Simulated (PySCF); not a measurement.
**P³⁺ (phosphorus, charge +3) across methods**

[Ne] 3s2, closed-shell 1S. Computed with PySCF 2.14 in aug-cc-pVQZ-DK (7s6p4d3f2g, 84 functions), with the spin-free X2C one-electron Hamiltonian (Gaussian nucleus).

| method | E (hartree) | mean ε 2s (eV) | mean ε 2p (eV) | mean ε 3s (eV) | Σ⟨r²⟩ (bohr²) | ⟨S²⟩ |
| --- | --- | --- | --- | --- | --- | --- |
| M06 | -339.8737 | -221.84 | -169.89 | -47.016 | 8.682 | 0.000 |
| r2SCAN | -339.8281 | -217.01 | -165.66 | -45.824 | 8.843 | 0.000 |
| wB97X | -339.8742 | -221.82 | -170.87 | -49.587 | 8.774 | 0.000 |
| PBE | -339.7128 | -212.63 | -163.34 | -45.615 | 8.795 | 0.000 |
| UHF | -339.37960 | -244.30 | -185.66 | -50.002 | 8.909 | 0.000 |
| M06-2X | -339.8781 | -227.43 | -175.01 | -48.563 | 8.803 | 0.000 |
| LDA | -338.5823 | -211.78 | -163.40 | -45.754 | 8.784 | 0.000 |
| TPSS | -339.8831 | -214.25 | -163.88 | -45.682 | 8.810 | 0.000 |
| PBE0 | -339.7391 | -220.88 | -169.23 | -46.960 | 8.808 | 0.000 |
